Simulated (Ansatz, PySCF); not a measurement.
Spin gap between two states, R1 and P1; the higher of the two is an excited state, each structure at its B3LYP-D3(BJ)/def2-TZVP stationary point, reached from a drawn start (curvature not checked).
R1, Cl2Sn (SMILES [Cl][Sn][Cl]) (charge 0, multiplicity 1):
```xyz
3

Sn     0.000     0.000    -1.036
Cl     1.813     0.000     0.518
Cl    -1.813     0.000     0.518
```
P1, Cl2Sn (SMILES [Cl][Sn][Cl]) (charge 0, multiplicity 3, Z-matrix in Å and degrees):
```
Sn
Cl 1 2.3820
Cl 1 2.3820 2 119.10
```

P less R. No zero-point or thermal terms; singlets are restricted closed shells; open shells are unrestricted; no spin–orbit coupling.

Cores are frozen in the correlated methods. In cc and def2 sets filled d and f shells under p-block atoms count as core.

Codes used: Ansatz (Gaussian orbitals); PySCF for the D3/D4 terms. No computed number here is a measurement. Elements past Kr take the def2 small-core potentials, without spin–orbit coupling.

Total energies in hartree:

```json
[
 {"structure": "R1", "PBE/def2-TZVPP": "-1134.473165", "B3LYP-D3(BJ)/def2-TZVPP": "-1134.958282", "CCSD(T)/def2-QZVPP": "-1133.084140"},
 {"structure": "P1", "PBE/def2-TZVPP": "-1134.371156", "B3LYP-D3(BJ)/def2-TZVPP": "-1134.852880", "CCSD(T)/def2-QZVPP": "-1132.984987"}
]
```

Q: Work out the spin gap at each level in eV (1 hartree = 27.21139 eV), and say how far PBE/def2-TZVPP lies from CCSD(T)/def2-QZVPP.

A: 
- PBE/def2-TZVPP: (-1134.371156) − (-1134.473165) = 0.102009 hartree = 2.776 eV
- B3LYP-D3(BJ)/def2-TZVPP: (-1134.852880) − (-1134.958282) = 0.105402 hartree = 2.868 eV
- CCSD(T)/def2-QZVPP: (-1132.984987) − (-1133.084140) = 0.099153 hartree = 2.698 eV
PBE/def2-TZVPP less CCSD(T)/def2-QZVPP: 0.078 eV. CCSD(T)/def2-QZVPP is the level counted from, the highest shown, and no exact or measured value.

Ansatz is a program for electronic structure.
